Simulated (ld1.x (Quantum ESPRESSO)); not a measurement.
# What one change does to a pseudopotential (niobium, TM)

ld1.x (Quantum ESPRESSO) 7.5 input, shortened:

```
&input
   title='Nb', zed=41., rel=0, dft='WC', iswitch=3,
   config='[Kr] 4d5 5s0 5p0'
 /
 &inputp
   pseudotype=2, tm=.true., lloc=-2, rcloc=1.65,
   nlcc=.true., rcore=0.95
 /
3
4S  1  0   2.00   0.00  1.80  1.80  0.0
4P  2  1   6.00   0.00  1.95  1.95  0.0
4D  3  2   5.00   0.00  2.30  2.30  0.0
 &test
   configts(1)='4s2 4p6 4d5 5s0 5p0'
 /
```

Change: wave 4p (bound): rc 1.95 bohr becomes 4p (bound): rc 1.28 bohr.

Cutoffs: the cutoffs (Ry, on a coarse ladder) from which the occupation-weighted sum of valence levels, in a spherical-Bessel basis at the reference potential, stays within 10 and 1 mRy of its value at 400 Ry; they do not see the model core or the augmentation charge, which bear on the density cutoff. Errors are all-electron minus pseudo energies relative to the spin-unpolarised reference configuration.

Q: Predict the effect on cutoff, ghosts and configuration errors.

A: The potential gets harder (40 Ry and 55 Ry → 70 Ry and 110 Ry); of the 7 tests that both files solve, the error grows in 0 and shrinks in 3 by more than 15 % and 0.3 meV (median size 22.7 → 10.4 meV); neither file shows a bound ghost. A smaller radius makes the pseudo-wave follow the all-electron one further in, where it bends more sharply, so more plane waves are needed. Less of the atom is replaced, so other configurations are described better.

```csv
quantity,base,changed
"cutoff, loose",40 Ry,70 Ry
"cutoff, tight",55 Ry,110 Ry
loose cutoff by channel (10 mRy a level),"s 25 Ry, p 18 Ry, d 25 Ry","s 25 Ry, p 45 Ry, d 25 Ry"
bound ghosts,none,none
"error for 4s2 4p6 4d4 5s1 5p0, meV [ΔE -0.88 eV]",-395,-395
"error for 4s2 4p6 4d4 5s0 5p0, meV [ΔE 5.41 eV]",-0.6,-0.6
"error for 4s2 4p6 4d3 5s0 5p0, meV [ΔE 19.63 eV]",-1.3,-1.5
"error for 4s2 4p6 4d4 5s0.5 5p0, meV [ΔE 1.62 eV]",-231,-231
"error for 4s2 4p6 4d1 5s0 5p0, meV [ΔE 82.01 eV]",+84,+68
"error for 4s2 4p6 4d2 5s0 5p0, meV [ΔE 44.67 eV]",+14,+10
"error for 4s2 4p6 4d4 5s0 5p1, meV [ΔE 1.89 eV]",+23,+10
s: phases at 2.50 bohr within 0.05 rad from the reference energy up to (Ry; the scan ends near 5),-0.6,-0.6
p: phases at 2.50 bohr within 0.05 rad from the reference energy up to (Ry; the scan ends near 5),0.9,1.2
d: phases at 2.50 bohr within 0.05 rad from the reference energy up to (Ry; the scan ends near 5),2.9,2.9
```
